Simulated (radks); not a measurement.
Coulomb parameter of the 5d shell of neutral tungsten in the model configuration [Xe] 4f14 5d5 6s1, as a second difference U = [E(n + 0.5) + E(n - 0.5) - 2 E(n)] / (0.5)^2 with all orbitals relaxed. "Bare": the charge of the atom changes with n. "Screened": the 6s shell takes up the change at fixed total charge, which measures U(5d,5d) + U(6s,6s) - 2 U(5d,6s). Calculated with a radial shooting solver on a logarithmic mesh with Libxc functionals: scalar-relativistic Kohn-Sham, PBE, spin-unpolarised, spherical densities, finite nucleus; Fermi nuclear charge, rms radius 5.3658 fm.

| case | configuration | E - E(n) (eV) |
|---|---|---|
| start | [Xe] 4f14 5d5 6s1 | 0.000 |
| bare +0.5 | [Xe] 4f14 5d5.5 6s1 | -0.817 |
| bare -0.5 | [Xe] 4f14 5d4.5 6s1 | 2.619 |
| screened +0.5 | [Xe] 4f14 5d5.5 6s0.5 | 0.972 |
| screened -0.5 | [Xe] 4f14 5d4.5 6s1.5 | -0.842 |

U(bare) = 7.211 eV, U(screened by 6s) = 0.520 eV, against the Slater integral F0(5d,5d) = 11.454 eV with frozen orbitals. The step up makes a negative ion, whose loosely bound charge lowers the bare value.
